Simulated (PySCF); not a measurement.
A run for PySCF: R-B3LYP/6-311+G** on C2H3N (SMILES [C-]#[N+]C).

```python
from pyscf import gto, scf, dft, mp
from pyscf.data.elements import chemcore

mol = gto.M(
    atom='''
    C     2.09989540   -0.03114876    0.01806188
    N     0.93558544   -0.01389378    0.00804198
    C    -0.48218145    0.00714982   -0.00414815
    H    -0.85307423   -0.59744820   -0.83141494
    H    -0.86525125   -0.39589362    0.93302035
    H    -0.83497389    1.03123454   -0.12356111
    ''',
    basis='6-311+g**',
    charge=0, spin=0, verbose=3, max_memory=1800)
mf = dft.RKS(mol, xc='b3lyp')
mf.conv_tol = 1e-8
mf.max_cycle = 100
mf.kernel()
if not mf.converged:
    mf = mf.newton().run(mf.mo_coeff, mf.mo_occ)
```

The log:

```
converged SCF energy = -132.757832337964
```

The calculation finished and met its thresholds.

Cost: roughly 3 core-seconds.
